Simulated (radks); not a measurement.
Kinetic energies: the exact non-interacting value of the Kohn-Sham orbitals and orbital-free approximations, in hartree. Species: N [He] 2s2 2p3; Li2+ 1s1; Hg2+ [Xe] 4f14 5d10. Calculated with a radial shooting solver on a logarithmic mesh with Libxc functionals: non-relativistic Kohn-Sham, LDA (Slater exchange, Perdew-Wang correlation), spin-polarised, spherical densities, point nucleus. Every spin shell is full or empty, so the densities are truly spherical. Functionals are evaluated on that one density, not self-consistently.

functional          N     Li2+     Hg2+
exact         53.8601  4.38013  18397.2
Thomas-Fermi   48.908   4.0091    17547
TF + vW/9      53.739   4.4958    18270
APBEK          53.943   4.4676    18404
revAPBEK       54.285   4.5066    18429
Perdew 92      53.749   4.4968    18271
Thakkar        53.945   4.4830    18252
LKT            77.929   7.1150    21321
PG1            74.198   6.7933    20676
Ernzerhof      54.511   4.6661    18309
